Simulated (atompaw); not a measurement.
## Cutoff test, oxygen (O), PAW (atompaw)

* Element: oxygen
* Generator: atompaw 4.2.0.5
* Type: PAW
* Functional: PBE
* Relativity: scalar-relativistic
* Frozen core: [He]
* Valence charge: 6
* Reference configuration: 2s1.5 2p4.5
* Partial waves: 2s (bound): rc 2.00 bohr; 2s channel at -1.15 Ry: rc 0.80 bohr; 2p (bound): rc 2.00 bohr; 2p channel at 3.75 Ry: rc 2.00 bohr
* Local potential: vpsmatchnc scheme with l = 2 at 1 Ry, radius 1.45 bohr
* Core correction: smooth core density matched at 1.10 bohr
* Augmentation charge: sinc compensation charge, radius 1.85 bohr; PAW radius 2.00 bohr; waves and projectors: custom rrkj vanderbiltortho

The pseudo-atom Hamiltonian at the reference potential is diagonalised in spherical Bessel functions j_l(qr) that vanish at 20 bohr, with q² up to the cutoff. All-electron valence levels (Ry): 2s -1.7783, 2p -0.6795.

Task: How do the lowest levels (Ry) of each channel move with the cutoff, and are there ghosts?

Result:

```csv
cutoff (Ry),s #1,p #1,d #1,d #2,f #1,Σ f·Δε (mRy)
8,-1.7623,-0.3042,0.0789,0.1868,0.1203,1712.9
12,-1.7774,-0.6337,0.0789,0.1868,0.1203,207.3
18,-1.7781,-0.6787,0.0789,0.1868,0.1203,3.9
21,-1.7782,-0.6792,0.0789,0.1868,0.1203,1.4
30,-1.7783,-0.6794,0.0789,0.1868,0.1203,0.5
40,-1.7783,-0.6795,0.0789,0.1868,0.1203,0.1
400,-1.7783,-0.6795,0.0789,0.1868,0.1203,0.0
```

Result: no extra level below or beside the all-electron valence levels (s, p, d, f tested); 10 mRy is reached at 18 Ry and 1 mRy at 30 Ry.
